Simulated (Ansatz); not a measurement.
Consider the redistribution: `FB(CCl)[SiH2]S` + `C=C[SiH3]` → `FB[SiH2]S` + `[SiH3]/C=C\CCl`.

Program: Ansatz. Geometries: PBE0-D4/def2-TZVP. ΔE: electronic, gas phase. CCSD(T)/CBS adds triple-zeta CCSD(T) − MP2 to the extrapolated MP2 energy (def2 sets, frozen cores). Each species was taken in one conformer, which may not be the lowest.

```csv
level,ΔE (eV)
CCSD(T)/def2-TZVPP,0.47
CCSD/CBS(def2),0.46
```

Problem. What does CCSD(T)/CBS give? (An estimate is asked.)

Solution. Ansatz gave: +0.47 eV. The listed levels differ from it by 0.00, -0.01 eV.

Largest T1 diagnostic among the species: 0.014.

In def2-TZVPP, CCSD(T) changes the Hartree–Fock value by +0.09 eV (the triples alone add +0.01 eV) and MP2 by +0.08 eV. The D4 term adds +0.04 eV with B3LYP and +0.02 eV with PBE0; it sums over pairs of atoms, weighted by their polarisabilities, and B3LYP, whose exchange is more repulsive, gets the larger term.

B3LYP here is the variant with VWN-RPA as its local correlation; programs differ in this.
